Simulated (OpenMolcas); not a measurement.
**Rh3+: moving or changing the point charges**

Rh3+ among 4 point charges of -2 e arranged as a square (D4h), 1.77 Å from the ion.
```
   1.7700    0.0000    0.0000  -2.00
   0.0000    1.7700    0.0000  -2.00
  -1.7700    0.0000    0.0000  -2.00
   0.0000   -1.7700    0.0000  -2.00
```

| Property | Result |
| --- | --- |
| Program | OpenMolcas 26.06 |
| Method | CASSCF |
| Basis | ANO-RCC-VTZP [7s6p4d2f1g] |
| Scalar Hamiltonian | DKH2, point nucleus |
| Active space | 6 electrons in 5 orbitals (4d) |
| State averaging | 2S+1 = 5 even, 5 roots; 2S+1 = 3 even, 45 roots; 2S+1 = 1 even, 50 roots |
| Spin-orbit coupling | state interaction with AMFI integrals over the reference wave functions |

Runs around this geometry, states (labels of D4, the rotations of D4h). Energies in cm-1 above the lowest state or level, χT in cm3 K/mol.

| R (Å) | q (e) | Ground state | First state of that spin | First gap with spin-orbit (degeneracies) | χT at 300 K | First state of another spin |
| --- | --- | --- | --- | --- | --- | --- |
| 1.77 | -1.6 | 5A1 | 5E 5387 | 90.7 (1, 2) | 3.707 | 3B2 11304 |
| 1.77 | -2 | 5A1 | 5E 9198 | 89.4 (1, 2) | 3.353 | 3E 7930 |
| 1.95 | -2 | 5A1 | 5E 5825 | 83.6 (1, 2) | 3.671 | 3E 13893 |

Taking the first state of the same spin as R^-n, n = -ln(5825 / 9198) / ln(1.95 / 1.77) = 4.7 between the shortest and longest distance.

Scaling the charges by -1.6 / -2 = 0.80 scales the first state of the same spin by 5387 / 9198 = 0.59; with fixed orbitals a first-order splitting would follow the charge.

Without dynamic correlation the repulsion within the d shell is too large (B by tens of per cent), so at a given field states of lower spin stand too high. This shell can be high or low spin here, a state of another spin lies low, and with metal d orbitals alone active their balance is uncertain, so the ground spin may be wrong. Point charges give a weaker field than real ligands, and real ions of this kind are as a rule low spin; the high spin found here belongs to the model. Point charges carry no covalency, so the field is a model and not that of real ligands. No measured value stands beside these numbers.
